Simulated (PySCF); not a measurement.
Two-component Hartree-Fock for Ba²⁺ (barium, charge +2)

Start: [Xe]. Calculated with PySCF 2.14 in x2c-TZVPPall-2c (11s11p9d2f1g, 112 functions): generalised Hartree-Fock with the X2C-1e Hamiltonian and a Gaussian nucleus; one run each with spin-orbit coupling (SO) switched off, then screened by Boettger's factors.

| spinor shell | electrons | ε, spin-free (eV) | ε, screened SO (eV) | weight of nominal j (screened SO) | rms radius, screened SO (bohr) |
| --- | --- | --- | --- | --- | --- |
| 1s1/2 | 2 | -37636.7 | -37632.2 | 1.000 | 0.0292 |
| 2s1/2 | 2 | -6065.7 | -6064.3 | 1.000 | 0.119 |
| 2p1/2 | 2 | -5433.5 | -5700.0 | 1.000 | 0.102 |
| 2p3/2 | 4 | -5433.5 | -5315.0 | 1.000 | 0.108 |
| 3s1/2 | 2 | -1335.4 | -1335.0 | 1.000 | 0.311 |
| 3p1/2 | 2 | -1128.0 | -1180.8 | 1.000 | 0.303 |
| 3p3/2 | 4 | -1128.0 | -1104.3 | 1.000 | 0.315 |
| 3d3/2 | 4 | -826.96 | -836.35 | 1.000 | 0.287 |
| 3d5/2 | 6 | -826.96 | -820.28 | 1.000 | 0.290 |
| 4s1/2 | 2 | -290.97 | -290.85 | 1.000 | 0.715 |
| 4p1/2 | 2 | -221.29 | -232.36 | 1.000 | 0.744 |
| 4p3/2 | 4 | -221.29 | -216.28 | 1.000 | 0.770 |
| 4d3/2 | 4 | -116.85 | -118.45 | 1.000 | 0.856 |
| 4d5/2 | 6 | -116.85 | -115.67 | 1.000 | 0.867 |
| 5s1/2 | 2 | -55.343 | -55.324 | 1.000 | 1.75 |
| 5p1/2 | 2 | -36.179 | -37.773 | 1.000 | 1.97 |
| 5p3/2 | 4 | -36.179 | -35.456 | 1.000 | 2.05 |

```json
{"quantity": "E (hartree)", "spin-free": "-8129.69464", "screened SO": "-8132.76249"}
{"quantity": "M_J", "spin-free": "0", "screened SO": "0"}
{"quantity": "⟨J²⟩", "spin-free": "0.000", "screened SO": "0.000"}
{"quantity": "⟨L²⟩", "spin-free": "0.000", "screened SO": "0.035"}
{"quantity": "⟨S²⟩", "spin-free": "0.000", "screened SO": "0.035"}
```

Breit and QED terms are absent; they matter most for the inner s and p1/2 levels.

Densities and radii are taken from the X2C orbitals without a picture-change correction, which distorts them close to the nucleus.

Without spin-orbit coupling the j labels of p, d and f shells carry no meaning; the spin-free column gives the mean over the occupied spinors of each nl shell.
